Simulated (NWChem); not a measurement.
Program: NWChem. System: ammonia borane (H6BN), charge 0, spin multiplicity 1, at a geometry optimised with B3LYP/def2-SVP. Level: PBE/STO-3G.

Input file:

```
start mol
memory heap 200 mb stack 900 mb global 1100 mb
geometry units angstroms nocenter noautoz
  B      0.924952    -0.070347     0.000000
  N     -0.724072     0.055072     0.000000
  H      1.331774     1.082544     0.000000
  H      1.197490    -0.682996    -1.022285
  H      1.197490    -0.682996     1.022285
  H     -1.058213     0.558367     0.825339
  H     -1.166584    -0.867053     0.000000
  H     -1.058213     0.558367    -0.825339
  symmetry group Cs
end
basis spherical
  * library sto-3g
end
dft
  xc xpbe96 cpbe96
  semidirect memsize 60000000 filesize 0
  iterations 100
end
task dft energy
```

Part of the output:

```
             Northwest Computational Chemistry Package (NWChem) 7.3.0
             --------------------------------------------------------

                                NWChem Input Module
                                -------------------

 Scaling coordinates for geometry "geometry" by  1.889725989
 (inverse scale =  0.529177249)

 Turning off AUTOSYM since
 SYMMETRY directive was detected!

                             Geometry "geometry" -> ""
                             -------------------------

 Output coordinates in angstroms (scale by  1.889725989 to convert to a.u.)

  No.       Tag          Charge          X              Y              Z
 ---- ---------------- ---------- -------------- -------------- --------------
    1 B                    5.0000     0.92495200    -0.07034700     0.00000000
    2 N                    7.0000    -0.72407200     0.05507200     0.00000000
    3 H                    1.0000     1.33177400     1.08254400     0.00000000
    4 H                    1.0000     1.19749000    -0.68299600    -1.02228500
    5 H                    1.0000     1.19749000    -0.68299600     1.02228500
    6 H                    1.0000    -1.05821300     0.55836700     0.82533900
    7 H                    1.0000    -1.16658400    -0.86705300     0.00000000
    8 H                    1.0000    -1.05821300     0.55836700    -0.82533900

 Effective nuclear repulsion energy (a.u.)      40.4072154883

            Nuclear Dipole moment (a.u.)
            ----------------------------
        X                 Y               Z
 ---------------- ---------------- ----------------
     0.0000000000     0.0000037795     0.0000000000

      Symmetry information
      --------------------

 Group name             Cs
 Group number              2
 Group order               2
 No. of unique centers     6

      Symmetry unique atoms

     1    2    3    4    6    7


 Summary of "ao basis" -> "" (spherical)
 ------------------------------------------------------------------------------
       Tag                 Description            Shells   Functions and Types
 ---------------- ------------------------------  ------  ---------------------
 *                           sto-3g                   on all atoms

  pbe96 is a nonlocal functional; adding pw91lda local functional.

                                 NWChem DFT Module
                                 -----------------

 Summary of "ao basis" -> "ao basis" (spherical)
 ------------------------------------------------------------------------------
       Tag                 Description            Shells   Functions and Types
 ---------------- ------------------------------  ------  ---------------------
 B                           sto-3g                  3        5   2s1p
 N                           sto-3g                  3        5   2s1p
 H                           sto-3g                  1        1   1s

 Summary of "ao basis" -> "ao basis" (spherical)
 ------------------------------------------------------------------------------
       Tag                 Description            Shells   Functions and Types
 ---------------- ------------------------------  ------  ---------------------
 B                           sto-3g                  3        5   2s1p
 N                           sto-3g                  3        5   2s1p
 H                           sto-3g                  1        1   1s

      Symmetry analysis of basis
      --------------------------

        a'         12
        a"          4

            General Information
            -------------------
          SCF calculation type: DFT
          Wavefunction type:  closed shell.
          No. of atoms     :     8
          No. of electrons :    18
           Alpha electrons :     9
            Beta electrons :     9
          Charge           :     0
          Spin multiplicity:     1
          Use of symmetry is: on ; symmetry adaption is: on
          Maximum number of iterations: 100
          AO basis - number of functions:    16
                     number of shells:    12
          Convergence on energy requested:  1.00D-06
          Convergence on density requested:  1.00D-05
          Convergence on gradient requested:  5.00D-04

              XC Information
              --------------
          PerdewBurkeErnzerhof Exchange Functional  1.000
            Perdew 1991 LDA Correlation Functional  1.000 local
           PerdewBurkeErnz. Correlation Functional  1.000 non-local

             Grid Information
             ----------------
          Grid used for XC integration:  medium
          Radial quadrature: Mura-Knowles
          Angular quadrature: Lebedev.
          Tag              B.-S. Rad. Rad. Pts. Rad. Cut. Ang. Pts.
          ---              ---------- --------- --------- ---------
          B                   0.85       49           7.0       434
          N                   0.65       49           7.0       434
          H                   0.35       45           8.0       434
          Grid pruning is: on
          Number of quadrature shells:   278
          Spatial weights used:  Erf1

          Convergence Information
          -----------------------
          Convergence aids based upon iterative change in
          total energy or number of iterations.
          Levelshifting, if invoked, occurs when the
          HOMO/LUMO gap drops below (HL_TOL):  1.00D-02
          DIIS, if invoked, will attempt to extrapolate
          using up to (NFOCK): 10 stored Fock matrices.

                    Damping( 0%)  Levelshifting(0.5)       DIIS
                  --------------- ------------------- ---------------
          dE  on:    start            ASAP                start
          dE off:    2 iters        100 iters           100 iters

      Screening Tolerance Information
      -------------------------------
          Density screening/tol_rho:  1.00D-10
          AO Gaussian exp screening on grid/accAOfunc:  14
          CD Gaussian exp screening on grid/accCDfunc:  20
          XC Gaussian exp screening on grid/accXCfunc:  20
          Schwarz screening/accCoul:  1.00D-08

      Superposition of Atomic Density Guess
      -------------------------------------

 Sum of atomic energies:         -80.57347959

      Non-variational initial energy
      ------------------------------

 Total energy =     -80.797338
 1-e energy   =    -189.390524
 2-e energy   =      68.185971
 HOMO         =      -0.251910
 LUMO         =       0.475904

      Symmetry analysis of molecular orbitals - initial
      -------------------------------------------------

  Numbering of irreducible representations:

     1 a'          2 a"

  Orbital symmetries:

     1 a'          2 a'          3 a'          4 a'          5 a'
     6 a"          7 a'          8 a'          9 a"         10 a'
    11 a'         12 a"         13 a'         14 a'         15 a"
    16 a'

------------------------------------------------------------
EAF file 0: "./mol.aoints.0" size=524288 bytes
------------------------------------------------------------
               write      read    awrite     aread      wait
               -----      ----    ------     -----      ----
     calls:        1         0         0         0         0
   data(b): 5.24e+05  0.00e+00  0.00e+00  0.00e+00
   time(s): 0.00e+00  0.00e+00  0.00e+00  0.00e+00  0.00e+00
rate(mb/s): 0.00e+00  0.00e+00
------------------------------------------------------------

   convergence    iter        energy       DeltaE   RMS-Dens  Diis-err    time
 ---------------- ----- ----------------- --------- --------- ---------  ------
 d= 0,ls=0.0,diis     1    -82.0049492866 -1.22D+02  4.09D-02  1.58D-01     0.1
 d= 0,ls=0.0,diis     2    -82.0249095126 -2.00D-02  1.90D-02  5.66D-02     0.1
 d= 0,ls=0.0,diis     3    -82.0316969075 -6.79D-03  5.96D-03  1.29D-02     0.2
 d= 0,ls=0.0,diis     4    -82.0334720656 -1.78D-03  9.41D-04  1.69D-04     0.2
 d= 0,ls=0.0,diis     5    -82.0335003692 -2.83D-05  1.73D-04  5.75D-06     0.2
  Resetting Diis
 d= 0,ls=0.0,diis     6    -82.0335014610 -1.09D-06  6.59D-06  3.29D-09     0.3
 d= 0,ls=0.0,diis     7    -82.0335014618 -8.52D-10  7.85D-07  3.89D-11     0.3

         Total DFT energy =      -82.033501461849
      One electron energy =     -189.713063960977
           Coulomb energy =       80.403623067173
    Exchange-Corr. energy =      -13.131276056370
 Nuclear repulsion energy =       40.407215488325

 Numeric. integr. density =       18.000002614310

     Total iterative time =      0.3s

                  Occupations of the irreducible representations
                  ----------------------------------------------

                     irrep           alpha         beta
                     --------     --------     --------
                     a'                7.0          7.0
                     a"                2.0          2.0

                       DFT Final Molecular Orbital Analysis
                       ------------------------------------

 Vector    7  Occ=2.000000D+00  E=-2.345517D-01  Symmetry=a'
              MO Center=  8.3D-01, -6.3D-02, -3.5D-17, r^2= 1.9D+00
   Bfn.  Coefficient  Atom+Function         Bfn.  Coefficient  Atom+Function
  ----- ------------  ---------------      ----- ------------  ---------------
     8      0.471986  2 N  px                 2     -0.333143  1 B  s
     7      0.285914  2 N  s                  3     -0.282194  1 B  px
    11     -0.273934  3 H  s                 12     -0.273934  4 H  s
    13     -0.273934  5 H  s                  1      0.136531  1 B  s
    14     -0.077164  6 H  s                 15     -0.077164  7 H  s

 Vector    8  Occ=2.000000D+00  E=-1.477225D-01  Symmetry=a'
              MO Center=  1.1D+00,  2.5D-01, -3.3D-10, r^2= 1.5D+00
   Bfn.  Coefficient  Atom+Function         Bfn.  Coefficient  Atom+Function
  ----- ------------  ---------------      ----- ------------  ---------------
    11      0.535124  3 H  s                  4      0.498140  1 B  py
    12     -0.267564  4 H  s                 13     -0.267564  5 H  s
    15      0.111767  7 H  s                  9     -0.057722  2 N  py
    14     -0.055885  6 H  s                 16     -0.055885  8 H  s
     3      0.037890  1 B  px

 Vector    9  Occ=2.000000D+00  E=-1.477224D-01  Symmetry=a"
              MO Center=  1.1D+00, -4.2D-01,  3.3D-10, r^2= 1.5D+00
   Bfn.  Coefficient  Atom+Function         Bfn.  Coefficient  Atom+Function
  ----- ------------  ---------------      ----- ------------  ---------------
     5      0.499578  1 B  pz                12     -0.463433  4 H  s
    13      0.463433  5 H  s                 14     -0.096796  6 H  s
    16      0.096796  8 H  s                 10     -0.057886  2 N  pz

 Vector   10  Occ=0.000000D+00  E= 2.263311D-01  Symmetry=a'
              MO Center= -9.7D-01,  7.3D-02,  8.6D-16, r^2= 1.7D+00
   Bfn.  Coefficient  Atom+Function         Bfn.  Coefficient  Atom+Function
  ----- ------------  ---------------      ----- ------------  ---------------
     7      1.312159  2 N  s                 14     -0.690351  6 H  s
    15     -0.690296  7 H  s                 16     -0.690351  8 H  s
     8     -0.373917  2 N  px                 3      0.275732  1 B  px
     6     -0.195651  2 N  s                  2     -0.035352  1 B  s
     9      0.028467  2 N  py

 Vector   11  Occ=0.000000D+00  E= 2.803161D-01  Symmetry=a"
              MO Center= -8.9D-01,  3.5D-01, -4.6D-13, r^2= 1.3D+00
   Bfn.  Coefficient  Atom+Function         Bfn.  Coefficient  Atom+Function
  ----- ------------  ---------------      ----- ------------  ---------------
    10      1.004361  2 N  pz                14     -0.869279  6 H  s
    16      0.869279  8 H  s                 12      0.119512  4 H  s
    13     -0.119512  5 H  s                  5      0.093664  1 B  pz

 Vector   12  Occ=0.000000D+00  E= 2.803215D-01  Symmetry=a'
              MO Center= -9.4D-01, -2.1D-01,  4.6D-13, r^2= 1.3D+00
   Bfn.  Coefficient  Atom+Function         Bfn.  Coefficient  Atom+Function
  ----- ------------  ---------------      ----- ------------  ---------------
     9      1.001474  2 N  py                15      1.003798  7 H  s
    14     -0.501845  6 H  s                 16     -0.501845  8 H  s
    11     -0.137990  3 H  s                  4      0.093388  1 B  py
     8      0.076192  2 N  px                12      0.068998  4 H  s
    13      0.068998  5 H  s

 center of mass
 --------------
 x =   0.02987783 y =  -0.00227101 z =   0.00000000

 moments of inertia (a.u.)
 ------------------
          25.296900452813           5.861215523237           0.000000000000
           5.861215523237         101.913816503195           0.000000000000
           0.000000000000           0.000000000000         102.359551838293

     Multipole analysis of the density
     ---------------------------------

     L   x y z        total         alpha         beta         nuclear
     -   - - -        -----         -----         ----         -------
     0   0 0 0     -0.000000     -9.000000     -9.000000     18.000000

     1   1 0 0     -2.346797     -1.173399     -1.173399      0.000000
     1   0 1 0      0.178477      0.089237      0.089237      0.000004
     1   0 0 1     -0.000000     -0.000000     -0.000000      0.000000

     2   2 0 0    -10.846159    -34.330447    -34.330447     57.814735
     2   1 1 0      0.025212      1.742395      1.742395     -3.459578
     2   1 0 1      0.000000      0.000000      0.000000      0.000000
     2   0 2 0    -10.516267    -11.554225    -11.554225     12.592183
     2   0 1 1     -0.000000     -0.000000     -0.000000      0.000000
     2   0 0 2    -10.514374    -11.421741    -11.421741     12.329107

 Task  times  cpu:        0.3s     wall:        0.3s

 Total times  cpu:        0.3s     wall:        0.3s
```
